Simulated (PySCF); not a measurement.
PySCF input for 6H-1,3-oxazine (C4H5NO), SMILES C1=CN=COC1, KT2/pcSseg-1. Coordinates come from a B3LYP-D3(BJ)/def2-SVP optimisation. The geometry has at least one imaginary mode, so it is a saddle point at that level. Other conformers were not sampled.

```python
import numpy as np
from pyscf import gto, scf, dft
from pyscf.prop.nmr import rks as nmr

mol = gto.M(
    atom='''
    C    -1.03781242    0.90030572   -0.00000000
    C    -1.33768191   -0.40591099    0.00000000
    N    -0.35930992   -1.41741785    0.00000000
    C     0.85159307   -1.02404415    0.00000000
    O     1.31589297    0.23670621   -0.00000000
    C     0.39547321    1.34947110   -0.00000000
    H    -1.81493770    1.66865692   -0.00000000
    H    -2.37334249   -0.75644484    0.00000000
    H     1.68500267   -1.73744485    0.00000000
    H     0.63093574    1.96728900   -0.88698423
    H     0.63093574    1.96728900    0.88698423
    ''',
    basis='pcSseg-1',
    charge=0,
    spin=0,
    max_memory=1600,
    verbose=3,
)
mf = dft.RKS(mol, xc='kt2')
mf.grids.level = 3
mf.conv_tol = 1e-10
mf.max_cycle = 100
mf.kernel()
n = nmr.NMR(mf)
n.verbose = 2
n.max_cycle_cphf = 60
sigma = n.kernel()
print('atom   isotropic/ppm   span/ppm')
for i, s in enumerate(sigma):
    w = np.linalg.eigvalsh((s + s.T) / 2)
    print(f'{mol.atom_symbol(i):2s}{i + 1:3d} {w.mean():14.3f} {w[2] - w[0]:11.3f}')
```

It prints:

```
converged SCF energy = -290.068446995064
atom   isotropic/ppm   span/ppm
C   1         76.444     163.259
C   2         51.287     188.111
N   3         31.105     384.345
C   4         36.569     132.735
O   5        184.314     295.947
C   6        112.724      59.482
H   7         26.517       1.960
H   8         25.117       3.791
H   9         24.788       6.425
H  10         25.930       7.250
H  11         25.930       7.250
```

The run converged.
